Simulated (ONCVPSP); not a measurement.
## Reading a pseudo-wave (In)

Columns: radius, all-electron u(r) and pseudo u(r) of the 5s shell (level -9.75 eV) of indium in the configuration [Kr] 4d10 5s2 5p0.75; PBE, scalar-relativistic, ONCV scheme, ONCVPSP 4.0.1.

```json
{"r (bohr)": "0.158", "all-electron": "0.0329", "pseudo": "0.0212"}
{"r (bohr)": "0.315", "all-electron": "0.1667", "pseudo": "0.0484"}
{"r (bohr)": "0.473", "all-electron": "-0.1488", "pseudo": "0.0840"}
{"r (bohr)": "0.630", "all-electron": "-0.3223", "pseudo": "0.1275"}
{"r (bohr)": "0.788", "all-electron": "-0.2734", "pseudo": "0.1812"}
{"r (bohr)": "0.945", "all-electron": "-0.1015", "pseudo": "0.2466"}
{"r (bohr)": "1.102", "all-electron": "0.1027", "pseudo": "0.3216"}
{"r (bohr)": "1.260", "all-electron": "0.2914", "pseudo": "0.3995"}
{"r (bohr)": "1.418", "all-electron": "0.4436", "pseudo": "0.4744"}
{"r (bohr)": "1.575", "all-electron": "0.5554", "pseudo": "0.5452"}
{"r (bohr)": "1.732", "all-electron": "0.6311", "pseudo": "0.6107"}
{"r (bohr)": "1.890", "all-electron": "0.6767", "pseudo": "0.6635"}
{"r (bohr)": "2.047", "all-electron": "0.6977", "pseudo": "0.6937"}
{"r (bohr)": "2.205", "all-electron": "0.6999", "pseudo": "0.6996"}
{"r (bohr)": "2.362", "all-electron": "0.6880", "pseudo": "0.6880"}
{"r (bohr)": "2.520", "all-electron": "0.6656", "pseudo": "0.6656"}
{"r (bohr)": "2.678", "all-electron": "0.6360", "pseudo": "0.6360"}
{"r (bohr)": "2.835", "all-electron": "0.6018", "pseudo": "0.6018"}
{"r (bohr)": "2.992", "all-electron": "0.5647", "pseudo": "0.5647"}
{"r (bohr)": "3.150", "all-electron": "0.5260", "pseudo": "0.5260"}
{"r (bohr)": "3.308", "all-electron": "0.4871", "pseudo": "0.4871"}
{"r (bohr)": "3.465", "all-electron": "0.4490", "pseudo": "0.4489"}
{"r (bohr)": "3.622", "all-electron": "0.4120", "pseudo": "0.4120"}
{"r (bohr)": "3.780", "all-electron": "0.3765", "pseudo": "0.3765"}
{"r (bohr)": "3.938", "all-electron": "0.3430", "pseudo": "0.3430"}
{"r (bohr)": "4.095", "all-electron": "0.3117", "pseudo": "0.3117"}
```

(1) How many radial nodes do the two functions have?

(2) At about which radius was the pseudo-wave matched?

(3) Is the pseudo-wave norm-conserving?

Results:

(1) The all-electron 5s function has n − l − 1 = 4 (the table is too coarse to show those close to the nucleus); the pseudo-wave has 0, since the states of the same l below it are removed with the core.

(2) 2.35 bohr, where the columns begin to agree (steps of 0.16 bohr).

(3) Yes: the ONCV scheme keeps the norm inside the radius equal to the all-electron one, which fixes the energy derivative of the logarithmic derivative at the level.
